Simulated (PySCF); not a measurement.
SMILES C(C=C)n1ncc([SiH3])n1, C5H9N3Si

Geometry:
```json
{"atom": "C1", "x (Å)": "-3.327", "y (Å)": "-0.192", "z (Å)": "-0.877"}
{"atom": "C2", "x (Å)": "-2.501", "y (Å)": "-0.306", "z (Å)": "0.144"}
{"atom": "C3", "x (Å)": "-1.581", "y (Å)": "0.787", "z (Å)": "0.607"}
{"atom": "N4", "x (Å)": "-0.230", "y (Å)": "0.308", "z (Å)": "0.698"}
{"atom": "N5", "x (Å)": "0.175", "y (Å)": "-0.474", "z (Å)": "1.671"}
{"atom": "C6", "x (Å)": "1.443", "y (Å)": "-0.719", "z (Å)": "1.388"}
{"atom": "C7", "x (Å)": "1.780", "y (Å)": "-0.048", "z (Å)": "0.200"}
{"atom": "Si8", "x (Å)": "3.388", "y (Å)": "0.030", "z (Å)": "-0.753"}
{"atom": "N9", "x (Å)": "0.679", "y (Å)": "0.588", "z (Å)": "-0.199"}
{"atom": "H10", "x (Å)": "-3.977", "y (Å)": "-0.997", "z (Å)": "-1.174"}
{"atom": "H11", "x (Å)": "-3.395", "y (Å)": "0.716", "z (Å)": "-1.453"}
{"atom": "H12", "x (Å)": "-2.434", "y (Å)": "-1.221", "z (Å)": "0.718"}
{"atom": "H13", "x (Å)": "-1.584", "y (Å)": "1.625", "z (Å)": "-0.092"}
{"atom": "H14", "x (Å)": "-1.884", "y (Å)": "1.127", "z (Å)": "1.604"}
{"atom": "H15", "x (Å)": "2.052", "y (Å)": "-1.337", "z (Å)": "2.016"}
{"atom": "H16", "x (Å)": "3.193", "y (Å)": "-0.554", "z (Å)": "-2.080"}
{"atom": "H17", "x (Å)": "3.827", "y (Å)": "1.422", "z (Å)": "-0.865"}
{"atom": "H18", "x (Å)": "4.367", "y (Å)": "-0.750", "z (Å)": "0.009"}
```

Computed, not measured: GIAO B3LYP/pcSseg-1 magnetisability, rotational g tensor and spin-rotation constants, non-relativistic, gas phase in PySCF. Geometry: GFN2-xTB.

Question: What are the magnetisability and the molar susceptibility?

Answer: Isotropic -1335 × 10⁻³⁰ J/T², or -80.4 × 10⁻⁶ cm³/mol; principal values -1823, -1189, -994 × 10⁻³⁰ J/T², anisotropy 751 × 10⁻³⁰ J/T² (root of half the summed squared differences of the principal values). The susceptibility is in cgs units.

Question: Split it along the inertial axes a, b, c into diamagnetic and paramagnetic parts about the centre of mass, with the quadrupole moment.

Answer: 
| axis | χ (10⁻⁶ cm³/mol) | diamagnetic (10⁻⁶ cm³/mol) | paramagnetic (10⁻⁶ cm³/mol) | summed x² of all electrons (Å²) | quadrupole Θ (D Å) |
| --- | --- | --- | --- | --- | --- |
| a | -71.4 | -478.9 | 407.6 | 405.2 | +7.40 |
| b | -69.6 | -1864.7 | 1795.1 | 78.6 | -5.91 |
| c | -100.2 | -2052.5 | 1952.3 | 34.3 | -1.49 |

Anisotropies 2χaa − χbb − χcc = +27.1 and 2χbb − χaa − χcc = +32.3 × 10⁻⁶ cm³/mol. Θ is traceless in Buckingham's convention.

Question: And the rotational g tensor?

Answer: 
```csv
axis,rotational constant (GHz),g,nuclear part,electronic part
a,3.4827,-0.0656,0.6012,-0.6669
b,0.6910,-0.0110,0.5717,-0.5827
c,0.6221,-0.0018,0.5688,-0.5706
```
Asymmetric top; isotopes 12C, 1H, 14N, 28Si; no vibrational averaging.
